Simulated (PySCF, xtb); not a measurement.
F2H3MoNO2, SMILES [NH]=[Mo]([OH])([OH])([F])[F], multiplicity 1.

GFN2-xTB run with xtb 6.7.1 at its own geometry gives an orbital gap of 3.81 eV and a dipole moment of 1.68 D.

The structure is a stationary point at B3LYP-D3(BJ)/def2-SVP. The spin state was assumed, not searched. The structure was generated by enumeration; whether it is a known compound was not checked. The def2 effective core potentials stand for the cores of Mo; spin–orbit coupling is left out. One conformer was computed; it need not be the lowest.

### Question
What does M06-2X/def2-TZVP (PySCF) give? (Estimate from the structure and the level; the computed values follow.)

### Answer
gap 8.21 eV (levels -10.81 and -2.60 eV), dipole 3.56 D.
